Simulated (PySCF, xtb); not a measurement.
SrCl, SMILES [Cl][Sr+], charge +1.

GFN2-xTB (xtb) at its own geometry gives an orbital gap of 1.53 eV.

Geometry optimised at B3LYP-D3(BJ)/def2-TZVPD. The spin state was assumed, not searched. The def2 effective core potentials stand for the cores of Sr; spin–orbit coupling is left out.

Problem. What does M06-2X/def2-TZVPD (PySCF) give? (The exact figures need the calculation; the answer reports its results.)

Solution. gap 6.99 eV (levels -13.67 and -6.68 eV).
